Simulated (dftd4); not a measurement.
hydrogen chloride (HCl), singlet, at a GFN2-xTB geometry; D4 for hf run with dftd4.

The dftd4 input:
```
$ dftd4 mol.xyz --func hf --charge 0 --json dftd4.json --noedisp --property

# file mol.xyz
2

Cl    -0.00000000    -0.00000000    -0.07094563
H      0.00000000     0.00000000     1.20607566
```

Q: Write the output that dftd4 gives for this input, abridged.

A: 
```
                    ____  _____ _____     ____  _  _
      -------------|  _ \|  ___|_   _|---|  _ \| || |------------
     |             | | | | |_    | | ___ | | | | || |_           |
     |             | |_| |  _|   | ||___|| |_| |__   _|          |
     |             |____/|_|     |_|     |____/   |_|            |
     |             ===================================           |
     |            E. Caldeweyher, S. Ehlert & S. Grimme          |
     |          Mulliken Center for Theoretical Chemistry        |
     |                    University of Bonn                     |
      -----------------------------------------------------------

Rational (Becke-Johnson) damping: hf-D4-ATM
---------------------
  s6         1.0000
  s8         1.6168
  s9         1.0000
  a1         0.4496
  a2         3.3574
 alp        16.0000
--------------------

Atomic data, radii in Ångström:
------------------------------------------------------
   Z          R(cov)      r4/r2   hardness         EN
------------------------------------------------------
  17 Cl       1.3200     1.9735     0.4312     3.1600
   1 H        0.4267     1.0622     0.4726     2.2000
------------------------------------------------------

Atomic reference systems (in atomic units):
----------------------------------------------------------------------------
   Z        #      CN     q+Z       C6(AA)   #      CN     q+Z       C6(AA)
----------------------------------------------------------------------------
  17 Cl     1  0.0000 17.0000      92.6806   2  0.8444 16.8495     101.8771
   1 H      1  0.0000  1.0000       7.6362   2  0.8942  1.0000       3.0374
----------------------------------------------------------------------------

Atomic properties (in atomic units):
----------------------------------------------------------------------------
     #    Z              CN          q      C6(AA)        C8(AA)   alpha(0)
----------------------------------------------------------------------------
     1   17 Cl       0.8444    -0.1505    101.8119     4247.9556    15.4237
     2    1 H        0.8444     0.1505      1.4009       16.9340     1.8552
----------------------------------------------------------------------------

Molecular properties (in atomic units):
----------------------------------------
 molecular C6                 127.0776
 molecular C8                4800.8501
----------------------------------------

Dispersion energy:      -9.5938005625862E-04 Eh

[Info] JSON dump of results written to 'dftd4.json'
```
